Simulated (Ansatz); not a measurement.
# Counterpoise correction, worked out

The pair of H2 (SMILES [H][H], atoms 1–2) and C2H7N (SMILES CNC, atoms 3–12), both closed shells, in one local arrangement (a lower one may exist), relaxed at PBE0-D4/def2-TZVP:

```xyz
12
angstrom
H 0.5591 0.4621 -2.8825
H 0.6430 0.1552 -2.2023
C -0.9847 -0.8448 0.1878
N 0.4017 -0.4390 0.2152
C 0.5897 0.8834 0.7658
H -1.0653 -1.8712 -0.1753
H -1.5372 -0.2047 -0.5066
H -1.4880 -0.7815 1.1675
H 0.9498 -1.1120 0.7339
H 0.1270 1.6219 0.1043
H 1.6551 1.1147 0.8236
H 0.1498 1.0162 1.7688
```

Ansatz 0.2.0; basis: def2-TZVPPD; cores frozen in the correlated methods.

MP2 total energies in eV:

| system | geometry | basis functions | energy |
| --- | --- | --- | --- |
| pair | pair | all | -3701.90810 |
| H2 | as in the pair | all (partner as ghosts) | -31.69380 |
| C2H7N | as in the pair | all (partner as ghosts) | -3670.16917 |
| H2 | as in the pair | its own | -31.69174 |
| C2H7N | as in the pair | its own | -3670.16224 |
| H2 | free (PBE0-D4 minimum) | its own | -31.69368 |
| C2H7N | free (PBE0-D4 minimum) | its own | -3670.16234 |

Problem. Work out the interaction energy with and without the counterpoise correction, the superposition error, and the binding energy from the relaxed fragments.

Solution. Without correction: -3701.90810 − (-31.69174) − (-3670.16224) = -0.05412 eV.
With correction (each fragment in the whole basis): -3701.90810 − (-31.69380) − (-3670.16917) = -0.04513 eV = -1.04 kcal/mol.
The superposition error is the difference, 0.00899 eV, 17 % of the uncorrected value: each fragment borrows its partner's functions.
Deformation from the free shapes: 0.00194 eV for H2 and 0.00010 eV for C2H7N.
Binding energy from relaxed fragments: -0.04513 + 0.00194 + 0.00010 = -0.04309 eV = -0.99 kcal/mol (electronic, without zero-point energy; negative means bound). For comparison, the corrected interaction energy by CCSD(T) at an estimated basis limit (MP2 extrapolated from triple and quadruple zeta, plus CCSD(T) − MP2 in triple zeta) is -0.050 eV.

No T1 diagnostic of these runs exceeds 0.009.

For scale, one of the runs: CCSD(T)/def2-TZVPPD, 264 basis functions, launched by `ansatz run in.yaml --threads 4 --pin off --events-out ev --progress --plain --max-ram 9574MiB`. Time: 25 s of wall clock on 4 CPU threads of an AMD EPYC 9R45; the host was shared. Peak host memory: 6.7 GiB.
